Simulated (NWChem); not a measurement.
Molecule: Si₂H₅SF; SMILES [SiH2](S[SiH3])F

```xyz
9

Si     0.6208    -1.7460     0.0499
S     -0.9674    -0.4242    -0.5857
Si    -0.2907     1.3927     0.2906
F      1.1761     1.7898    -0.2844
H      1.7716    -1.6977    -0.8949
H      1.0778    -1.3545     1.4165
H      0.0404    -3.1175     0.0687
H     -0.1429     1.2710     1.7647
H     -1.2685     2.4371    -0.1065
```
Atoms are numbered in this order, from 1.

Coordinates come from a PBE0/def2-SVP optimisation.

Give the principal values of the shielding tensors (ppm) of Si1, S2, Si3, F4 from PBE0/pcSseg-1, GIAO (NWChem), with their diamagnetic and paramagnetic parts as GIAO splits them.


```tsv
atom	σ11	σ22	σ33	isotropic	diamagnetic	paramagnetic
Si1	357.3	384.5	453.8	398.6	879.9	-481.4
S2	597.6	818.3	846.3	754.1	1059.8	-305.7
Si3	291.2	348.3	386.3	342.0	879.0	-537.0
F4	311.3	350.9	408.8	357.0	472.7	-115.6
```
